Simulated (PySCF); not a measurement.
C6H10FN.
Structure used (GFN2-xTB), in Å, numbered top down from 1:
```
atom  x, y, z in Å
C1    -0.096   -2.044    0.158
C2    -0.174   -0.908   -0.516
C3     0.978   -0.349   -1.304
C4     1.761    0.657   -0.498
N5     2.181    1.779   -0.856
C6    -1.418   -0.054   -0.493
C7    -1.318    1.077    0.525
F8    -2.519   -0.830   -0.176
H9    -0.929   -2.414    0.730
H10    0.792   -2.652    0.147
H11    0.631    0.113   -2.234
H12    1.666   -1.161   -1.555
H13    1.996    0.351    0.518
H14    1.956    2.046   -1.815
H15   -1.627    0.349   -1.495
H16   -2.251    1.636    0.547
H17   -0.504    1.747    0.263
H18   -1.134    0.663    1.514
```

Computed at PBE0/pcSseg-1 (PySCF, non-relativistic), with Q(14N) = 0.02044 b: N5, 14N (I = 1): χzz = -5.032 MHz, η = 0.381.

Question: Find the zero-field quadrupole resonance frequencies of 14N at N5.

Answer: From ν± = (3/4)|χ|(1 ± η/3) and ν0 = |χ|η/2: ν+ 4.253 MHz, ν− 3.295 MHz, ν0 0.958 MHz (imine nitrogen).

In a crystal, neighbours and librations shift these lines. The structure is a single GFN2-xTB conformer in the gas phase; no vibrational or solvent corrections. GFN2-xTB bond lengths can be off by several hundredths of an ångström, more for odd bonds, and the gradients follow them. The small basis limits the accuracy of the gradients.

These values come from a run that also computed NMR shieldings. On an Intel Xeon at 2.50 GHz with one thread, shared host, this took 1.9 min wall, 96 s CPU (grids of density and orbitals included) and 0.75 GiB of memory at its peak.
